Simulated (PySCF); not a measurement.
Electron correlation in Kr²⁺ (krypton, charge +2)

[Ar] 3d10 4s2 4p4, high-spin 3P determinant. Computed with PySCF 2.14 in ANO-RCC-VTZP (6s5p3d1f, 43 functions), with scalar relativity by spin-free X2C-1e. Frozen: [Ar] 3d10; 6 electrons correlated.

MP2 pair energies summed by pair of shells (mhartree):

| pair | energy | share (%) |
| --- | --- | --- |
| 4s-4p | -49.88 | 46.3 |
| 4p-4p | -49.84 | 46.2 |
| 4s-4s | -8.07 | 7.5 |

Total MP2 correlation energy: -107.79 mhartree.

Same-spin part -24.33 and opposite-spin part -83.45 mhartree; SCS-MP2 scales them by 1/3 and 6/5 to -108.26 mhartree.
